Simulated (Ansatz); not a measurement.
Two isomers of CH5BO2Si: A = `[SiH3]B1OCO1`, B = `B[SiH](O)C=O`.

Isolated molecules relaxed with PBE0-D4/def2-TZVP in Ansatz; ΔE leaves out vibrations. CBS: MP2 limit from def2 TZ/QZ plus the TZ coupled-cluster correction, frozen cores. Functionals use def2-TZVPP. B3LYP here is the variant with VWN-RPA as its local correlation; programs differ in this. Each species was taken in one conformer, which may not be the lowest.

**Question.** Which isomer does CCSD(T)/CBS put lower? Give the gap. (An estimate is asked.)

**Answer.** The calculation gave: A, by 146.2 kJ/mol.

**Question.** Give E(B) − E(A) in kJ/mol with HF/def2-TZVPP, CCSD/def2-TZVPP, PBE-D4, B2PLYP, PBE0-D4, B3LYP, CCSD(T)/def2-TZVPP. (Estimate.)

**Answer.** Ansatz gave: HF/def2-TZVPP 133.3, CCSD/def2-TZVPP 150.6, PBE-D4 152.4, B2PLYP 143.9, PBE0-D4 161.8, B3LYP 139.5, CCSD(T)/def2-TZVPP 152.3. None reverses the order clearly.

Largest T1 diagnostic: 0.016.

From PBE to PBE0 (25 % exact exchange), in def2-TZVPP and without D4, E(B) − E(A) moves by +9.3 kJ/mol. In def2-TZVPP, CCSD(T) changes the Hartree–Fock value by +19.0 kJ/mol (the triples alone add +1.7 kJ/mol) and MP2 by +21.9 kJ/mol.
